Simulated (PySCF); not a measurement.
**Indium: a sound run and one with changed settings**

Sound run: In [Kr] 4d10 5s2 5p1, In+ [Kr] 4d10 5s2. Calculation: PySCF 2.14, in cc-pVTZ-PP with ECP28MDF (5s4p3d1f, 39 functions); scalar relativity through the core potential. In the sound run the correlated levels freeze 4s2 4p6 4d10 outside the core potential. The sound run starts from symmetry-adapted Hartree-Fock orbitals and uses a fine grid where one is needed.

Changed run: a valence shell is frozen. This setting is unsound on purpose.

Ionisation energy of In:

```json
{"method": "UHF", "sound run (eV)": "5.213", "changed run (eV)": "5.213"}
{"method": "MP2", "sound run (eV)": "5.394", "changed run (eV)": "5.213"}
{"method": "SCS-MP2", "sound run (eV)": "5.378", "changed run (eV)": "5.213"}
{"method": "CCSD", "sound run (eV)": "5.451", "changed run (eV)": "5.213"}
{"method": "CCSD(T)", "sound run (eV)": "5.472", "changed run (eV)": "5.213"}
{"method": "CCSDT", "sound run (eV)": "n/a", "changed run (eV)": "5.213"}
{"method": "FCI", "sound run (eV)": "n/a", "changed run (eV)": "5.213"}
```

Freezing a valence shell removes pair correlation that changes on ionisation.

For comparison, NIST gives 5.786 eV between the lowest levels.
